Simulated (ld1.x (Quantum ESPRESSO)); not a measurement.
## Building the TM potential for nickel (Ni) (BLYP, scalar-relativistic).

ld1.x (Quantum ESPRESSO) 7.5 was run on this input:

```
&input
   title='Ni', zed=28., rel=1, dft='BLYP', iswitch=3,
   config='[Ar] 3d8 4s2 4p0',
   nld=3, rlderiv=2.50, eminld=-3.0, emaxld=5.0, deld=0.02
 /
 &inputp
   pseudotype=2, tm=.true., lloc=0,
   nlcc=.true.,
   file_pseudopw='Ni.UPF', file_wfcaegen='ae.wfc', file_wfcncgen='nc.wfc', file_beta='beta', file_chi='chi'
 /
3
4P  2  1   0.00   0.00  2.30  2.30  0.0
3D  3  2   8.00   0.00  1.15  1.15  0.0
4S  1  0   2.00   0.00  1.60  1.60  0.0
 &test
   configts(1)='3d8 4s2 4p0'
 /
```

Command:

```bash
ld1.x < Ni.in > Ni.out
```

Resulting log (shortened: banner, matrices, multipoles, cross overlaps and the repeated all-electron block are left out):

```
Program LD1 v.7.5
     --------------------------- All-electron run ----------------------------

     Ni
     scalar relativistic calculation

     atomic number is 28.00
     dft =BLYP   lsd =0 sic =0 latt =0  beta=0.20 tr2=1.0E-14
     Exchange-correlation= BLYP
                           (   1   3   1   3   0   0   0)
     mesh =1195 r(mesh) =  98.77016 a.u. xmin = -7.00 dx = 0.01250
     1 Ry =  13.60569312 eV, c = 137.03599908

     n l     nl                  e(Ry)          e(Ha)          e(eV)
     1 0     1S 1( 2.00)      -603.7687      -301.8844     -8214.6921
     2 0     2S 1( 2.00)       -72.1721       -36.0860      -981.9510
     2 1     2P 1( 6.00)       -62.1087       -31.0544      -845.0323
     3 0     3S 1( 2.00)        -8.1417        -4.0709      -110.7738
     3 1     3P 1( 6.00)        -5.2324        -2.6162       -71.1908
     3 2     3D 1( 8.00)        -0.6452        -0.3226        -8.7789
     4 0     4S 1( 2.00)        -0.4117        -0.2058        -5.6010
     4 1     4P 1( 0.00)        -0.0878        -0.0439        -1.1943

     final scf error:  3.5E-15 reached in  27 iterations

     Etot =   -3041.777962 Ry,   -1520.888981 Ha,  -41385.497498 eV

     Ekin =    3084.185806 Ry,    1542.092903 Ha,   41962.485606 eV
     Encl =   -7299.818198 Ry,   -3649.909099 Ha,  -99319.086257 eV
     Eh   =    1301.013772 Ry,     650.506886 Ha,   17701.194127 eV
     Exc  =    -127.159341 Ry,     -63.579671 Ha,   -1730.090974 eV

     normalization and overlap integrals

     s(1S/1S) =  1.000000  <r> =   0.0541  <r2> =    0.0039  r(max) =   0.0353
     s(2S/2S) =  1.000000  <r> =   0.2450  <r2> =    0.0708  r(max) =   0.2055
     s(2P/2P) =  1.000000  <r> =   0.2153  <r2> =    0.0569  r(max) =   0.1641
     s(3S/3S) =  1.000000  <r> =   0.7400  <r2> =    0.6330  r(max) =   0.6410
     s(3P/3P) =  1.000000  <r> =   0.7785  <r2> =    0.7163  r(max) =   0.6491
     s(3D/3D) =  1.000000  <r> =   1.0122  <r2> =    1.3930  r(max) =   0.6252
     s(4S/4S) =  1.000000  <r> =   2.8064  <r2> =    9.2400  r(max) =   2.2096
     s(4P/4P) =  1.000000  <r> =   4.4618  <r2> =   24.4733  r(max) =   3.2149

     ------------------------ End of All-electron run ------------------------

     --------------------- Generating NC pseudopotential ---------------------

      Generating local pot.: lloc=0, matching radius rcloc =   1.6000

      Computing core charge for nlcc:

       r > 0.39 : true rho core
       r < 0.39 : rho core = a sin(br)/r    a=  34.14  b=   5.68

      Integrated core pseudo-charge :  10.22

      Wfc   4P  rcut= 2.323  Using Troullier-Martins method

      Wfc   3D  rcut= 1.153  Using Troullier-Martins method

     ------------------- End of pseudopotential generation -------------------

     Computing logarithmic derivative in   2.48821
     Computing logarithmic derivative in   2.48821
     Computing the partial wave expansion
       no projector for channel:   0
     R is outside the sphere for l=    1 j= 0.00
     R is outside the sphere for l=    2 j= 0.00

     ---------------------- Testing the pseudopotential ----------------------

     Ni
     scalar relativistic calculation

     atomic number is 28.00   valence charge is 10.00
     dft =BLYP   lsd =0 sic =0 latt =0  beta=0.20 tr2=1.0E-14
     mesh =1195 r(mesh) =  98.77016 xmin = -7.00 dx = 0.01250

     n l     nl             e AE (Ry)        e PS (Ry)    De AE-PS (Ry)
     3 2     3D   1( 8.00)       -0.64524       -0.64525        0.00001
     1 0     4S   1( 2.00)       -0.41167       -0.41167       -0.00000
     2 1     4P   1( 0.00)       -0.08778       -0.08778       -0.00000

     eps = 5.5E-15  iter = 13

     Etot =   -3041.777962 Ry,   -1520.888981 Ha,  -41385.497498 eV
     Etotps =   -99.885088 Ry,     -49.942544 Ha,   -1359.005849 eV

     Ekin =     121.824867 Ry,      60.912434 Ha,    1657.511758 eV
     Encl =    -126.418803 Ry,     -63.209402 Ha,   -1720.015442 eV
     Ehrt =      73.123891 Ry,      36.561946 Ha,     994.901226 eV
     Ecxc =     -41.421589 Ry,     -20.710795 Ha,    -563.569435 eV
     (Ecc =     -22.548848 Ry,     -11.274424 Ha,    -306.792705 eV)
     Epseu=    -126.993453 Ry,     -63.496727 Ha,   -1727.833956 eV

     ---------------------- End of pseudopotential test ----------------------
```

Generation and configuration tests took about 1 s on one core of a shared server CPU.

Transferability test of the new file with ld1.x, input:

```
&input
   title='Ni', zed=28., rel=1, dft='BLYP', iswitch=2,
   config='[Ar] 3d8 4s2 4p0'
 /
 &test
   file_pseudo='Ni.UPF', nconf=8,
   configts(1)='3d8 4s2 4p0',
   configts(2)='3d8 4s1 4p0',
   configts(3)='3d8 4s0 4p0',
   configts(4)='3d7 4s0 4p0',
   configts(5)='3d7 4s2 4p0',
   configts(6)='3d8 4s1.5 4p0',
   configts(7)='3d8 4s0 4p1',
   configts(8)='3d9 4s0 4p0'
 /
```

```bash
ld1.x < Ni.test.in > Ni.test.out
```

Pseudopotential blocks of its output, shortened (energy terms left out):

```
     ---------------------- Testing the pseudopotential ----------------------

     n l     nl             e AE (Ry)        e PS (Ry)    De AE-PS (Ry)
     3 2     3D   1( 8.00)       -0.64524       -0.64525        0.00001
     1 0     4S   1( 2.00)       -0.41167       -0.41167       -0.00000
     2 1     4P   1( 0.00)       -0.08778       -0.08778       -0.00000

     eps = 8.7E-15  iter = 12

     Etot =   -3041.777962 Ry,   -1520.888981 Ha,  -41385.497498 eV
     Etotps =   -99.885087 Ry,     -49.942544 Ha,   -1359.005846 eV

     ---------------------- End of pseudopotential test ----------------------

          ---------------------- Testing the pseudopotential ----------------------

     n l     nl             e AE (Ry)        e PS (Ry)    De AE-PS (Ry)
     3 2     3D   1( 8.00)       -1.31459       -1.31041       -0.00419
     1 0     4S   1( 1.00)       -0.97688       -0.97775        0.00087
     2 1     4P   1( 0.00)       -0.56436       -0.56503        0.00067

     eps = 1.0E-15  iter = 11

     Etot =   -3041.090790 Ry,   -1520.545395 Ha,  -41376.148051 eV
     Etotps =   -99.197511 Ry,     -49.598755 Ha,   -1349.650891 eV
     dEtot_ae =       0.687172 Ry
     dEtot_ps =       0.687576 Ry,   Delta E=      -0.000405 Ry

     ---------------------- End of pseudopotential test ----------------------

          ---------------------- Testing the pseudopotential ----------------------

     n l     nl             e AE (Ry)        e PS (Ry)    De AE-PS (Ry)
     3 2     3D   1( 8.00)       -2.08682       -2.08059       -0.00624  !
     1 0     4S   1( 0.00)       -1.61313       -1.61686        0.00373
     2 1     4P   1( 0.00)       -1.12727       -1.13013        0.00286

     eps = 2.0E-15  iter =  7

     Etot =   -3039.801014 Ry,   -1519.900507 Ha,  -41358.599753 eV
     Etotps =   -97.905558 Ry,     -48.952779 Ha,   -1332.072976 eV
     dEtot_ae =       1.976948 Ry
     dEtot_ps =       1.979529 Ry,   Delta E=      -0.002582 Ry

     ---------------------- End of pseudopotential test ----------------------

          ---------------------- Testing the pseudopotential ----------------------

     n l     nl             e AE (Ry)        e PS (Ry)    De AE-PS (Ry)
     3 2     3D   1( 7.00)       -3.45820       -3.53738        0.07918  !
     1 0     4S   1( 0.00)       -2.48912       -2.50657        0.01745  !
     2 1     4P   1( 0.00)       -1.90336       -1.90014       -0.00322

     eps = 3.5E-15  iter = 12

     Etot =   -3037.046740 Ry,   -1518.523370 Ha,  -41321.125951 eV
     Etotps =   -95.119048 Ry,     -47.559524 Ha,   -1294.160576 eV
     dEtot_ae =       4.731221 Ry
     dEtot_ps =       4.766039 Ry,   Delta E=      -0.034818 Ry

     ---------------------- End of pseudopotential test ----------------------

          ---------------------- Testing the pseudopotential ----------------------

     n l     nl             e AE (Ry)        e PS (Ry)    De AE-PS (Ry)
     3 2     3D   1( 7.00)       -1.75680       -1.81156        0.05476  !
     1 0     4S   1( 2.00)       -1.10162       -1.09954       -0.00209
     2 1     4P   1( 0.00)       -0.64402       -0.63659       -0.00743  !

     eps = 2.3E-15  iter = 20

     Etot =   -3040.600227 Ry,   -1520.300113 Ha,  -41369.473598 eV
     Etotps =   -98.682131 Ry,     -49.341065 Ha,   -1342.638787 eV
     dEtot_ae =       1.177735 Ry
     dEtot_ps =       1.202957 Ry,   Delta E=      -0.025222 Ry

     ---------------------- End of pseudopotential test ----------------------

          ---------------------- Testing the pseudopotential ----------------------

     n l     nl             e AE (Ry)        e PS (Ry)    De AE-PS (Ry)
     3 2     3D   1( 8.00)       -0.96522       -0.96310       -0.00212
     1 0     4S   1( 1.50)       -0.68373       -0.68402        0.00029
     2 1     4P   1( 0.00)       -0.31191       -0.31212        0.00021

     eps = 7.3E-15  iter =  9

     Etot =   -3041.505117 Ry,   -1520.752558 Ha,  -41381.785250 eV
     Etotps =   -99.612154 Ry,     -49.806077 Ha,   -1355.292394 eV
     dEtot_ae =       0.272845 Ry
     dEtot_ps =       0.272934 Ry,   Delta E=      -0.000089 Ry

     ---------------------- End of pseudopotential test ----------------------

          ---------------------- Testing the pseudopotential ----------------------

     n l     nl             e AE (Ry)        e PS (Ry)    De AE-PS (Ry)
     3 2     3D   1( 8.00)       -1.43081       -1.42957       -0.00124
     1 0     4S   1( 0.00)       -1.04998       -1.05139        0.00141
     2 1     4P   1( 1.00)       -0.62224       -0.62304        0.00080

     eps = 1.2E-15  iter =  9

     Etot =   -3040.670781 Ry,   -1520.335390 Ha,  -41370.433528 eV
     Etotps =   -98.777086 Ry,     -49.388543 Ha,   -1343.930722 eV
     dEtot_ae =       1.107181 Ry
     dEtot_ps =       1.108001 Ry,   Delta E=      -0.000820 Ry

     ---------------------- End of pseudopotential test ----------------------

          ---------------------- Testing the pseudopotential ----------------------

     n l     nl             e AE (Ry)        e PS (Ry)    De AE-PS (Ry)
     3 2     3D   1( 9.00)       -0.95714       -0.92544       -0.03170  !
     1 0     4S   1( 0.00)       -0.86295       -0.87334        0.01039  !
     2 1     4P   1( 0.00)       -0.48912       -0.49841        0.00929  !

     eps = 4.1E-15  iter = 23

     Etot =   -3041.300413 Ry,   -1520.650207 Ha,  -41379.000116 eV
     Etotps =   -99.380895 Ry,     -49.690447 Ha,   -1352.145958 eV
     dEtot_ae =       0.477549 Ry
     dEtot_ps =       0.504192 Ry,   Delta E=      -0.026644 Ry

     ---------------------- End of pseudopotential test ----------------------
```
